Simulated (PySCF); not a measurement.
## Dipole moment and polarisability of `CSCP(C)(C)=O`

Compound: C4H11OPS.
Numbering: `[CH3:1][S:2][CH2:3][P:4]([CH3:5])([CH3:6])=[O:7]` (hydrogens: H8, H9, H10 on C1; H11, H12 on C3; H13, H14, H15 on C5; H16, H17, H18 on C6)

Geometry (GFN2-xTB, Å), atoms numbered from 1 in this order:
```
atom  x, y, z in Å
C1     2.819    0.113    0.216
S2     1.937    0.361   -1.347
C3     0.524   -0.752   -1.085
P4    -0.684    0.025    0.077
C5    -2.159   -1.062   -0.021
C6    -1.155    1.599   -0.722
O7    -0.170    0.185    1.444
H8     3.638    0.824    0.226
H9     3.203   -0.903    0.251
H10    2.140    0.303    1.041
H11    0.890   -1.696   -0.676
H12    0.074   -0.920   -2.061
H13   -2.524   -1.171   -1.036
H14   -2.931   -0.622    0.608
H15   -1.893   -2.035    0.387
H16   -1.866    2.100   -0.068
H17   -1.590    1.442   -1.704
H18   -0.261    2.214   -0.807
```

Level: CAM-B3LYP/def2-SVPD (PySCF), static field, nuclei fixed, core orbitals frozen in the response. The polarisability tensor in these axes (au):

```
x   109.73   4.20  -0.40
y     4.20  87.79  -2.14
z    -0.40  -2.14  87.89
```

Q: Give the principal values, the mean and the anisotropy Δα = √{½[(α1 − α2)² + (α2 − α3)² + (α1 − α3)²]}.

A: Principal values 85.37, 89.52 and 110.53 au; mean 95.14 au = 14.10 Å³ = 15.69 × 10⁻⁴⁰ C²·m²/J; Δα = 23.37 au (25 % of the mean).

Q: What is the dipole moment, and where does it point?

A: (-1.76, -1.10, -2.49) D, 3.25 D in size, pointing from the negative to the positive side. Measured along this direction, the outermost atoms are H8 at the negative end and H13 at the positive end.

Q: Find the Langevin capture rate constant for NH4+ (18.034 u) meeting this molecule (138.027 u), k = 2.342 × 10⁻⁹ cm³/s × √(α in Å³ / reduced mass in u).

A: The reduced mass is 15.95 u, so k = 2.20 × 10⁻⁹ cm³/s. The formula leaves out the permanent dipole, which adds to the capture rate.

Q: What are the principal values of the traceless quadrupole moment, Θ = ½Σq(3rr − r²1), about the centre of nuclear charge?

A: -15.58, 4.24, 11.34 D·Å. The values depend on the origin, since the dipole doesn't vanish. The electronic extent ⟨r²⟩ about the same centre is 1247 bohr², a root-mean-square distance of 2.17 Å for the 74 electrons.

Q: Refractivity n − 1 of an ideal gas of it at 273.15 K and 1 atm, from the electronic α?

A: N = p/kT = 2.6868 × 10¹⁹ cm⁻³, so n − 1 = 2π × N × 14.10 × 10⁻²⁴ cm³ = 2380 × 10⁻⁶ at long wavelengths, for an ideal gas.

Q: Rayleigh depolarisation ratio (linearly polarised light, static tensor)?

A: ρ = 3Δα²/(45ᾱ² + 4Δα²) = 1637.8/(407301 + 2183.8) = 0.004.

Q: Give the principal axes and the span of the nuclei along them.

A: Largest value along (0.98, 0.18, -0.03), where the nuclei span 6.73 Å; middle along (0.14, -0.62, 0.78), 3.72 Å; least along (-0.12, 0.77, 0.63), 3.81 Å. 

One conformer (not necessarily the lowest) at the GFN2-xTB geometry, without solvent, vibrations or thermal averaging.
